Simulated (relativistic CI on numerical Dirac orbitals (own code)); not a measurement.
# Al²⁺: computed level list

Computed by Dirac-Coulomb-Breit CI, separate exchange-only KLI orbitals for each configuration, a model potential for QED, valence Slater integrals scaled by 0.85, P86 correlation estimate, and configurations built on the next ion tied to the tabulated ionisation energy (semi-empirical) (own radial code, finite nucleus).

Configurations in the expansion (outside the closed core [Ne]): 3s, 3p, 3d, 4s, 4p, 4d, 4f, 5s, 5p, 5d, 5g, 5f. Levels of other configurations are missing.

The lowest level is 3s 2S_1/2, with 100 % of that term; Hund's rules for 3s give 2S with J = 1/2, in agreement.

| No. | Configuration | Term | J | E (cm⁻¹) | % | Landé g | Lifetime (s) |
| --- | --- | --- | --- | --- | --- | --- | --- |
| 1 | 3s | 2S | 1/2 | 0.0 | 100 | 2.002 |  |
| 2 | 3p | 2P° | 1/2 | 54299.1 | 100 | 0.666 | 1.70e-09 |
| 3 | 3p | 2P° | 3/2 | 54519.9 | 100 | 1.334 | 1.68e-09 |
| 4 | 3d | 2D | 5/2 | 115761.5 | 100 | 1.200 | 7.21e-10 |
| 5 | 3d | 2D | 3/2 | 115766.7 | 100 | 0.800 | 7.16e-10 |
| 6 | 4s | 2S | 1/2 | 126270.3 | 100 | 2.002 | 7.75e-10 |
| 7 | 4p | 2P° | 1/2 | 143880.1 | 100 | 0.666 | 3.62e-09 |
| 8 | 4p | 2P° | 3/2 | 143954.2 | 100 | 1.334 | 3.63e-09 |
| 9 | 4d | 2D | 5/2 | 166065.9 | 100 | 1.200 | 3.58e-09 |
| 10 | 4d | 2D | 3/2 | 166069.2 | 100 | 0.800 | 3.54e-09 |
| 11 | 4f | 2F° | 5/2 | 167711.3 | 100 | 0.857 | 7.88e-10 |
| 12 | 4f | 2F° | 7/2 | 167711.8 | 100 | 1.143 | 7.88e-10 |
| 13 | 5s | 2S | 1/2 | 170605.9 | 100 | 2.002 | 1.23e-09 |
| 14 | 5p | 2P° | 1/2 | 178595.4 | 100 | 0.666 | 6.08e-09 |
| 15 | 5p | 2P° | 3/2 | 178628.4 | 100 | 1.334 | 6.14e-09 |
| 16 | 5d | 2D | 5/2 | 189247.5 | 100 | 1.200 | 9.90e-09 |
| 17 | 5d | 2D | 3/2 | 189249.7 | 100 | 0.800 | 9.84e-09 |
| 18 | 5f | 2F° | 5/2 | 189935.2 | 100 | 0.857 | 1.51e-09 |
| 19 | 5f | 2F° | 7/2 | 189935.4 | 100 | 1.143 | 1.51e-09 |
| 20 | 5g | 2G | 7/2 | 189940.8 | 100 | 0.889 | 2.90e-09 |
| 21 | 5g | 2G | 9/2 | 189941.0 | 100 | 1.111 | 2.90e-09 |

Energies count from the lowest computed level; ° marks odd parity; lifetimes are radiative, by E1, M1, E2, M2, E3 decay to levels of this space only.

The mean weight of the leading LS term, summed over parents, in these 21 levels is 100 %, and that of the leading jj configuration (from the same eigenvectors) 100 %.

Configurations that consist of the next ion and one excited electron were tied to the tabulated ionisation energy; Rydberg ones are usually within 1,000 to 3,000 cm⁻¹ and the lowest ones within about 6,000 (9,000 in d shells), while levels on excited terms of the next ion carry the error of that term, and the other configurations can be misplaced by 10,000 cm⁻¹ or more. Rates follow the energies as ν³ (E1, M1) or ν⁵ (E2), so rates, branching and lifetimes can be off by large factors. The fine structure of a lone outer electron comes out too small, for d and f at times inverted, and misplaced configurations move strength between like terms. 18 of the 18 excited levels that our extract of the measured tables holds in this range could be paired (the sources list more); they are missed by 232 cm⁻¹ on average and 616 at most, and levels without a partner can miss by more.
